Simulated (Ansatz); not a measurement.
Basis sets compared for WNF₃. Charge 0, multiplicity 1. Geometry PBE0-D4/def2-SVP. Ansatz on 4 threads of Arm Neoverse V2 on a shared host; times are rough, and most runs start from earlier orbitals.

```xyz
5

W     0.054    0.032   -0.019
N    -1.306   -0.776    0.451
F     1.421   -0.838    0.894
F    -0.257    1.779    0.537
F     0.088   -0.197   -1.863
```

In the def2 sets W takes a core potential; there is no spin–orbit coupling. The restricted singlet is unstable towards broken spin symmetry in Hartree–Fock (as tested in another run); at PBE-D4/def2-SVP, PBE-D4/def2-TZVPD, r2SCAN-D4/def2-TZVP, r2SCAN-D4/def2-TZVPD and others this wasn't settled.

```csv
level,functions,energy (Eh),HOMO (eV),LUMO (eV),wall time
PBE-D4/def2-SVP,88,-420.9788,-7.76,-3.25,0.6 s
PBE-D4/def2-TZVP,164,-421.4268,-7.85,-3.41,0.95 s
r2SCAN-D4/def2-TZVP (with forces),164,-421.6029,-8.24,-3.32,2.3 s
PBE0-D4/def2-SVP,88,-420.8920,-9.48,-2.47,0.7 s
PBE0-D4/def2-TZVP,164,-421.3429,-9.50,-2.55,1.2 s
```

(1) Estimate the rows for PBE-D4/def2-TZVPD, r2SCAN-D4/def2-TZVPD, PBE0-D4/def2-TZVPD.

## Answers

(1) 
```csv
level,functions,energy (Eh),HOMO (eV),LUMO (eV),wall time
PBE-D4/def2-TZVPD,200,-421.4305,-7.89,-3.45,1.4 s
r2SCAN-D4/def2-TZVPD,200,-421.6066,-8.25,-3.32,2.6 s
PBE0-D4/def2-TZVPD,200,-421.3464,-9.51,-2.56,1.8 s
```
